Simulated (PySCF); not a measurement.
C5H15NSi (SMILES CN(C)[Si](C)(C)C), singlet, geometry from GFN2-xTB; HF/STO-3G (PySCF).

PySCF was given this input:
```python
from pyscf import gto, scf

mol = gto.Mole()
mol.atom = '''
    C     1.711850   -1.034454    1.024109
    N     1.129227   -0.055764    0.138770
    C     2.018815    0.274152   -0.947920
    Si   -0.589417    0.119686   -0.012326
    C    -1.439175   -1.248953   -1.052805
    C    -1.325017    0.095232    1.744445
    C    -0.923799    1.805649   -0.833100
    H     1.040733   -1.225856    1.855044
    H     1.912440   -1.983010    0.509596
    H     2.660261   -0.657443    1.418248
    H     2.237199   -0.598547   -1.576746
    H     1.573530    1.045488   -1.567800
    H     2.966446    0.647840   -0.548773
    H    -1.275414   -2.232414   -0.620017
    H    -2.512429   -1.098514   -1.120039
    H    -1.050114   -1.271948   -2.067410
    H    -0.749866    0.709762    2.429087
    H    -1.365970   -0.909764    2.151852
    H    -2.340167    0.477796    1.733812
    H    -1.961582    2.091724   -0.698327
    H    -0.735036    1.779944   -1.901455
    H    -0.308829    2.589927   -0.404263
'''
mol.basis = 'sto-3g'
mol.charge = 0
mol.spin = 0
mol.verbose = 4
mol.build()

mf = scf.RHF(mol)
mf.kernel()
mf.analyze()
```

What does PySCF print? Leave out banner, timings and long lists.


```
PySCF version 2.14.0

[INPUT] verbose = 4
[INPUT] num. atoms = 22
[INPUT] num. electrons = 66
[INPUT] charge = 0
[INPUT] spin (= nelec alpha-beta = 2S) = 0
[INPUT] symmetry False subgroup None
[INPUT] Mole.unit = angstrom
[INPUT] Symbol           X                Y                Z      unit          X                Y                Z       unit  Magmom
[...]
nuclear repulsion = 413.398086497323
number of shells = 38
number of NR pGTOs = 162
number of NR cGTOs = 54
basis = sto-3g
ecp = {}

******** <class 'pyscf.scf.hf.RHF'> ********
method = RHF
initial guess = minao
damping factor = 0
level_shift factor = 0
DIIS = <class 'pyscf.scf.diis.CDIIS'>
diis_start_cycle = 1
diis_space = 8
diis_damp = 0
SCF conv_tol = 1e-09
SCF conv_tol_grad = None
SCF max_cycles = 50
direct_scf = True
direct_scf_tol = 1e-13
Set gradient conv threshold to 3.16228e-05
Initial guess from minao.
init E= -535.932616680065
[...]
cycle= 1 E= -535.137151705432  delta_E= 0.795  |g|= 0.37  |ddm|=  5.3
[...]
cycle= 2 E= -535.185908919436  delta_E= -0.0488  |g|= 0.102  |ddm|= 0.654
[...]
cycle= 3 E= -535.189617910081  delta_E= -0.00371  |g|= 0.0263  |ddm|= 0.175
[...]
cycle= 4 E= -535.189940131413  delta_E= -0.000322  |g|= 0.00318  |ddm|= 0.0583
[...]
cycle= 5 E= -535.189945972457  delta_E= -5.84e-06  |g|= 0.000985  |ddm|= 0.00799
[...]
cycle= 6 E= -535.189946655465  delta_E= -6.83e-07  |g|= 0.00017  |ddm|= 0.0032
[...]
cycle= 7 E= -535.189946680009  delta_E= -2.45e-08  |g|= 3.69e-05  |ddm|= 0.000653
[...]
cycle= 8 E= -535.189946681252  delta_E= -1.24e-09  |g|= 8.01e-06  |ddm|= 0.000151
[...]
cycle= 9 E= -535.189946681307  delta_E= -5.42e-11  |g|= 1.99e-06  |ddm|= 3.08e-05
[...]
Extra cycle  E= -535.18994668131  delta_E= -3.87e-12  |g|= 7.84e-07  |ddm|= 4.34e-06
converged SCF energy = -535.18994668131
**** SCF Summaries ****
Total Energy =                        -535.189946681310403
Nuclear Repulsion Energy =             413.398086497323334
One-electron Energy =                -1557.927894706268944
Two-electron Energy =                  609.339861527635207
Two-electron Coulomb Energy =          667.949435643552192
DFT Exchange-Correlation Energy =      -58.609574115916985
HOMO-LUMO gap [eV] =                    20.001728430427864
**** MO energy ****
[...]
 ** Mulliken pop on meta-lowdin orthogonal AOs  **
 ** Mulliken pop  **
 ** Mulliken atomic charges  **
charge of    0C =     -0.02850
charge of    1N =     -0.35602
charge of    2C =     -0.02850
charge of    3Si =      0.84026
charge of    4C =     -0.27961
charge of    5C =     -0.27653
charge of    6C =     -0.27653
charge of    7H =      0.03074
charge of    8H =      0.01427
charge of    9H =      0.02709
charge of   10H =      0.01427
charge of   11H =      0.03074
charge of   12H =      0.02709
charge of   13H =      0.02668
charge of   14H =      0.02884
charge of   15H =      0.02668
charge of   16H =      0.03245
charge of   17H =      0.02815
charge of   18H =      0.02892
charge of   19H =      0.02892
charge of   20H =      0.02815
charge of   21H =      0.03245
Dipole moment(X, Y, Z, Debye): -0.21122, -0.31814, -0.24399
```
